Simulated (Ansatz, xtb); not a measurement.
**Relative energy of two isomers of C6H8Si**

Structure X is `C#C/C([SiH3])=C\C=C`, a singlet and structure Y is `C#C/C=C(\[SiH3])C=C`, a singlet. Both are isolated molecules in the gas phase, relaxed with r2SCAN-D4/def2-SVP; the shapes shown needn't be the lowest conformers.

X (Å):

```xyz
15

C     0.6824   -3.0795   -2.4426
C     0.2337   -2.5545   -1.4350
C    -0.3623   -2.0232   -0.2632
C     0.1071   -0.8991    0.3648
C     1.2435   -0.1180   -0.0656
C     1.6732    0.9836    0.5829
Si   -1.8596   -2.9597    0.3967
H     1.0910   -3.5271   -3.3294
H    -2.9430   -2.9943   -0.6304
H    -1.4853   -4.3666    0.7291
H    -2.3507   -2.2651    1.6242
H    -0.4117   -0.5528    1.2679
H     1.7640   -0.4614   -0.9682
H     2.5372    1.5538    0.2319
H     1.1675    1.3431    1.4859
```

Y (Å):

```tsv
atom	x (Å)	y (Å)	z (Å)
C	-1.9679	3.6209	0.8057
C	-1.3637	2.6000	1.0930
C	-0.6264	1.4616	1.4888
C	-0.6587	0.2127	0.9263
C	0.1948	-0.8185	1.5041
C	0.2914	-2.0947	1.0816
Si	-1.7600	-0.2062	-0.5541
H	-2.5094	4.5084	0.5350
H	0.0434	1.6216	2.3489
H	-2.6937	-1.3144	-0.1874
H	-2.5416	0.9858	-0.9771
H	-0.9135	-0.6807	-1.6911
H	0.8073	-0.5045	2.3620
H	-0.2882	-2.4752	0.2338
H	0.9605	-2.8035	1.5764
```

Task: Which of the two would you expect CCSD(T)/def2-SVP + ΔMP2/def2-TZVPP electronic energies to favour?

Result: Structure X; the calculation gives E(Y) − E(X) = +0.128 eV.

The same difference at several levels:

```json
{"level": "GFN2-xTB", "geometry": "GFN2-xTB", "E(Y) − E(X) (eV)": "+0.076", "departure from the last row (eV)": "−0.052", "job, with rough time for the two": "optimisation, 0.22 s"}
{"level": "HF/STO-3G", "geometry": "GFN2-xTB", "E(Y) − E(X) (eV)": "+0.124", "departure from the last row (eV)": "−0.004", "job, with rough time for the two": "single point, 0.38 s"}
{"level": "r2SCAN-D4/def2-SVP//GFN2-xTB", "geometry": "GFN2-xTB", "E(Y) − E(X) (eV)": "+0.123", "departure from the last row (eV)": "−0.006", "job, with rough time for the two": "single point, 3.3 s"}
{"level": "r2SCAN-D4/def2-SVP", "geometry": "r2SCAN-D4/def2-SVP", "E(Y) − E(X) (eV)": "+0.123", "departure from the last row (eV)": "−0.005", "job, with rough time for the two": "optimisation, 38 s"}
{"level": "HF/def2-SVP", "geometry": "r2SCAN-D4/def2-SVP", "E(Y) − E(X) (eV)": "+0.203", "departure from the last row (eV)": "+0.075", "job, with rough time for the two": "part of the CCSD(T) run"}
{"level": "MP2/def2-SVP", "geometry": "r2SCAN-D4/def2-SVP", "E(Y) − E(X) (eV)": "+0.143", "departure from the last row (eV)": "+0.015", "job, with rough time for the two": "part of the CCSD(T) run"}
{"level": "CCSD(T)/def2-SVP", "geometry": "r2SCAN-D4/def2-SVP", "E(Y) − E(X) (eV)": "+0.133", "departure from the last row (eV)": "+0.004", "job, with rough time for the two": "single point"}
{"level": "CCSD(T)/def2-SVP + ΔMP2/def2-TZVPP", "geometry": "r2SCAN-D4/def2-SVP", "E(Y) − E(X) (eV)": "+0.128", "departure from the last row (eV)": "", "job, with rough time for the two": "single point, 51 s"}
```

As drawn, both hold the same kinds of bond in the same numbers.

The levels shown agree on the order. The largest departure from CCSD(T)/def2-SVP + ΔMP2/def2-TZVPP is that of HF/def2-SVP, 0.075 eV. The last row adds to CCSD(T) the change of the MP2 difference between the two basis sets, here −0.004 eV.

With thermal terms from frequencies at re-optimised GFN2-xTB minima (ideal gas, soft modes damped towards free rotors, one conformer each, 298.15 K, 1 atm): the zero-point term adds −0.001 eV; ΔH is +0.122 and ΔG +0.142 eV.

The correlated steps freeze 11 core orbitals. Programs: Ansatz 0.2.0, xtb 6.7.1; the last row on 2 threads of Intel(R) Xeon(R) 6975P-C (Granite Rapids) on a shared host.
